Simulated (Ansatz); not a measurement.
Reactions of C$_{3}$H$_{2}$F$_{6}$ (`FC(F)C(F)C(F)(F)F`).

Gas-phase electronic energies from Ansatz, PBE0-D4/def2-TZVP geometries. CBS: MP2 limit from def2 TZ/QZ plus the TZ coupled-cluster correction, frozen cores. This one scheme is used for every species, atoms too. Functionals use def2-TZVPP. No spin–orbit coupling; open shells (•) take unrestricted orbitals. Spin–orbit coupling would lower the free atoms: a little for C, F. Each species was taken in one conformer, which may not be the lowest.

```
                                                     reaction  B97M-V (kcal/mol)  ωB97X-V (kcal/mol)  PBE0-D4 (kcal/mol)  CCSD(T)/CBS(def2) (kcal/mol)
                 `FC(F)C(F)C(F)(F)F` → `F[C]F` + `FCC(F)(F)F`               55.5                57.2                60.0                          55.8
                     `FC(F)C(F)C(F)(F)F` → 3 C• + 6 F• + 2 H•             1075.2              1081.6              1084.3                        1074.5
                    `FC(F)C(F)C(F)(F)F` → `FCC(F)(F)C(F)(F)F`                0.1                 0.4                 0.7                           0.4
`FC(F)C(F)C(F)(F)F` + H–F → `FC(F)C(F)(F)F` + difluoromethane                4.0                 4.4                 4.9                           7.1
```

Largest T1 diagnostic: 0.017, for `F[C]F`.
